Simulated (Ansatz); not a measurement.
Mg₄Se₅⁺. Charge 1, multiplicity 2. Geometry PBE-D4/def2-SVP, that of the neutral singlet; atoms count from 1.

```tsv
atom	x (Å)	y (Å)	z (Å)
Mg1	-0.0969	-1.5473	0.7999
Mg2	0.5011	1.2316	1.0495
Mg3	1.9542	0.0772	-1.5498
Mg4	-0.3206	-0.5330	-3.0725
Se5	-2.5542	-1.2301	1.2767
Se6	-1.0748	-0.0342	2.8239
Se7	2.3131	-0.7790	0.7898
Se8	-1.3140	0.5325	-0.7550
Se9	0.5922	2.2823	-1.3626
```

The structure comes from a short search, and lower isomers may exist.

(1) Estimate the Mulliken populations from the PBE0/def2-SVP orbitals of Ansatz.

(2) Where does the spin sit?

(3) And the Mayer bond orders between heavy atoms (over 0.3)?

Answers

(1) 
| atom | charge (e) | spin (α − β) |
| --- | --- | --- |
| Mg1 | 0.40 | -0.01 |
| Mg2 | 0.52 | 0.01 |
| Mg3 | 0.49 | 0.09 |
| Mg4 | 0.47 | 0.56 |
| Se5 | -0.08 | 0.01 |
| Se6 | -0.13 | 0.04 |
| Se7 | -0.36 | 0.07 |
| Se8 | -0.05 | 0.18 |
| Se9 | -0.25 | 0.04 |
Mulliken values depend strongly on the basis.

(2) Summed by element: Mg 0.66, Se 0.34, of 1 unpaired in all. Largest on single atoms: Mg4 0.56, Se8 0.18, Mg3 0.09.

(3) Mg1–Se5 0.79 (2.52 Å); Mg1–Se6 0.51 (2.71 Å); Mg1–Se7 0.78 (2.53 Å); Mg1–Se8 0.31 (2.87 Å); Mg2–Se6 0.66 (2.69 Å); Mg2–Se7 0.57 (2.72 Å); Mg2–Se8 0.34 (2.65 Å); Mg2–Se9 0.57 (2.63 Å); Mg3–Mg4 0.36 (2.80 Å); Mg3–Se7 0.89 (2.52 Å); Mg3–Se9 0.76 (2.60 Å); Mg4–Se8 0.70 (2.74 Å); Se5–Se6 0.97 (2.45 Å); Se5–Se8 0.32 (2.96 Å); Se8–Se9 0.58 (2.66 Å).
